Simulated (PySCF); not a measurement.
C₃H₈AlF, SMILES C[CH](C)[AlH][F].

Coordinates come from a B3LYP-D3(BJ)/def2-SVP optimisation. The structure was generated by enumeration; whether it is a known compound was not checked. One conformer was computed; it need not be the lowest.

All values below come from TDDFT-PBE0/def2-SVPD run with PySCF.

Vertical excitations. Isolated molecule, no solvent.

Computed excitation energies, oscillator strengths and character:
```tsv
state	energy (eV)	λ (nm)	f	main pairs
S1	5.11	243	0.000	HOMO→LUMO 99 %
S2	6.34	196	0.041	HOMO→LUMO+1 98 %
S3	7.00	177	0.001	HOMO→LUMO+2 97 %
S4	7.33	169	0.012	HOMO−1→LUMO 96 %
S5	7.57	164	0.016	HOMO−2→LUMO 98 %
S6	7.67	162	0.074	HOMO−3→LUMO 77 %, HOMO→LUMO+3 19 %
S7	7.72	161	0.308	HOMO→LUMO+3 71 %, HOMO−3→LUMO 19 %
S8	7.99	155	0.005	HOMO→LUMO+4 93 %
S9	8.25	150	0.014	HOMO→LUMO+5 88 %
S10	8.39	148	0.043	HOMO−1→LUMO+1 80 %
T1	4.74	262	0	HOMO→LUMO 98 %
T2	5.76	215	0	HOMO→LUMO+1 89 %
T3	6.50	191	0	HOMO−3→LUMO 43 %, HOMO−1→LUMO 40 %, HOMO−2→LUMO 8 %
T4	6.74	184	0	HOMO→LUMO+2 84 %
```
Triplets are in the Tamm–Dancoff approximation, which puts them higher than full response would, so one can lie above its singlet here.
